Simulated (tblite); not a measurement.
A tight-binding relaxation on `B[AsH]C/C=C/OC`.

Computed with GFN2-xTB geometry optimisation, gas phase (tblite 0.8.0). Start geometry: from a force field or distance geometry. A driver script takes a list of jobs; this job's settings line and coordinates (Å) are shown.

Command:
```bash
OMP_NUM_THREADS=1 python probes_run.py task.json out
```

Input:
```
{"job": {"kind": "relax", "xc": "GFN2-xTB", "basis": "xTB"}, "charge": 0, "multiplicity": 1}
B     -3.777200     0.103300    -0.306600
As    -2.080200     0.981900     0.377400
C     -1.162100    -0.765000     0.647500
C      0.259100    -0.545000     1.021400
C      1.153600    -0.083600     0.171200
O      2.475900     0.085400     0.556100
C      3.463500     0.590400    -0.340800
H     -4.478400    -0.486200     0.440200
H     -4.029200     0.126200    -1.458900
H     -1.508600     1.164400    -1.052000
H     -1.233000    -1.370100    -0.286600
H     -1.694300    -1.313500     1.459500
H      0.571200    -0.816400     2.041600
H      0.859600     0.169500    -0.850400
H      4.437400     0.647200     0.186400
H      3.553400    -0.086200    -1.202100
H      3.182300     1.609700    -0.674200
```

Output:
```
step      E/eV     max force
  0    -578.34259    1.465
  1    -578.40277    1.094
  2    -578.44150    0.613
  3    -578.46596    0.422
  4    -578.47730    0.296
  5    -578.48566    0.244
  6    -578.49463    0.263
  7    -578.50085    0.215
  8    -578.50505    0.156
  9    -578.50816    0.167
... (148 lines left out)
158    -578.61901    0.034
159    -578.61906    0.024
160    -578.61919    0.023
161    -578.61924    0.022
162    -578.61935    0.025
163    -578.61944    0.017
164    -578.61949    0.016
165    -578.61952    0.027
166    -578.61956    0.013
167    -578.61958    0.009
```

«max force» is the largest atomic force in eV/Å.

From which step on does the largest force stay under 0.1 eV/Å, and how much energy is left to gain from there?

From step 45 (0.098 eV/Å), 38.6 meV above the end.

In short: energy lowered by 6.4 kcal/mol over 167 steps; largest atomic force 0.009 eV/Å at the end.

Where do the atoms end?

0.541 Å rms from the input after alignment:
```
atom  x, y, z in Å
B1    -3.7918    0.0148   -0.4757
As2   -2.4469    0.7577    0.7659
C3    -1.0968   -0.7471    0.6500
C4     0.2554   -0.3002    1.0589
C5     1.2566   -0.1216    0.2053
O6     2.4874    0.3090    0.6102
C7     3.4430    0.4547   -0.4096
H8    -4.1091   -1.1119   -0.4006
H9    -4.3681    0.6941   -1.2360
H10   -1.7733    1.6466   -0.2461
H11   -1.0806   -1.1429   -0.3669
H12   -1.4634   -1.5291    1.3210
H13    0.4151   -0.0825    2.1057
H14    1.1449   -0.3249   -0.8558
H15    4.3601    0.7881    0.0730
H16    3.6302   -0.4956   -0.9226
H17    3.1303    1.2028   -1.1470
```

On one thread of an Arm Neoverse V2, shared host with 96 logical CPUs at a one-minute load of 46, this took 0.87 s wall.
Labels such as C1 count atoms from 1, the log's own numbers from 0.
